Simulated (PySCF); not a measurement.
# NaTe and its ions

r²SCAN; Na def2-SVPD, Te def2-SVPD with ECP28; scalar-relativistic core potentials (PySCF 2.14). Neutral (UKS): doublet (π ↑), Re = 2.828 Å, ωe = 229 cm⁻¹, De = 2.25 eV, HOMO -3.96 eV, LUMO -3.41 eV.

NaTe⁺ (UKS): triplet (π ↑↑), Re = 3.179 Å, ωe = 138 cm⁻¹, De = 0.68 eV to Na⁺ + Te. The energies at the minima are -430.34778 hartree for NaTe and -430.10383 for NaTe⁺.

Problem. Work out the adiabatic ionisation energy, without and with harmonic zero-point energies (1 hartree = 27.2114 eV, 1 eV = 8065.5 cm⁻¹), and the change of the bond length.

Solution. At r²SCAN: 0.24395 hartree = 6.638 eV between the minima; the zero-point term (138.0 − 229.0)/2 cm⁻¹ = -0.006 eV makes it 6.633 eV. Re changes by +35.1 pm against the neutral. The electron leaves a π orbital; in so polar a molecule the change of length follows mostly from the change of the ionic charges.

NaTe⁻ (UKS): singlet (closed shell), Re = 2.734 Å, ωe = 248 cm⁻¹, De = 1.53 eV to Na + Te⁻. The energies at the minima are -430.34778 hartree for NaTe and -430.39664 for NaTe⁻.

Problem. Work out the adiabatic electron affinity, without and with harmonic zero-point energies (1 hartree = 27.2114 eV, 1 eV = 8065.5 cm⁻¹), and the change of the bond length.

Solution. At r²SCAN: 0.04886 hartree = 1.330 eV between the minima; the zero-point term (229.0 − 248.0)/2 cm⁻¹ = -0.001 eV makes it 1.328 eV. Re changes by -9.4 pm against the neutral. The electron enters a π orbital; in so polar a molecule the change of length follows mostly from the change of the ionic charges.

Spin–orbit coupling is left out, which matters for elements this heavy, above all for dissociation energies. For an ion De counts to the pair picked by the measured ionisation energies or electron affinities, which need not be the lowest pair at this level. The highest Kohn–Sham level is positive in this anion. Much of that is self-interaction error, but it also means that the finite basis helps to hold the extra electron. States were picked by a PBE0 search and need not be the measured ground states.
